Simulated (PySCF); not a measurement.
Sb2: frontier orbitals

PBE0 at R = 2.474 Å; PySCF, scalar-relativistic core potentials, basis sets Sb cc-pVTZ-PP with ECP28. State: triplet, unpaired electrons π ↑↑, a mixture of terms (⟨Lz²⟩ = 2.0), a second solution, started from another occupation. Only the outer orbitals are listed.

| spin | orbital | occ. | ε (eV) | main shells (%) |
| --- | --- | --- | --- | --- |
| α | σg | 1 | -17.02 | 91 s, 8 p |
| α | σu | 1 | -13.02 | 92 s |
| α | πu | 1 | -7.55 | 96 p |
| α | σg | 1 | -7.32 | 89 p, 10 s |
| α | πu | 1 | -7.17 | 98 p |
| α | πg | 1 | -4.59 | 98 p |
| α | πg | 0 | -3.56 | 99 p |
| β | σg | 1 | -16.11 | 89 s, 9 p |
| β | σu | 1 | -12.07 | 92 s |
| β | σg | 1 | -6.92 | 88 p, 11 s |
| β | πu | 1 | -6.11 | 96 p |
| β | πu | 0 | -4.85 | 97 p |
| β | πg | 0 | -2.36 | 98 p |
| β | πg | 0 | -2.14 | 98 p |

**Question.** Which are the highest filled and the lowest empty level, where do they sit, and how wide is the gap?

**Answer.** Highest filled α πg at -4.59 eV (in %: 98 p); lowest empty β πu at -4.85 eV (in %: 97 p); the gap at PBE0 is -0.26 eV.

```
bond order (Mayer) : 2.00
⟨S²⟩               : 2.006
```

Spin–orbit coupling is left out. Counting both spins, an empty level lies below a filled one in this solution, because spin and occupation are held.
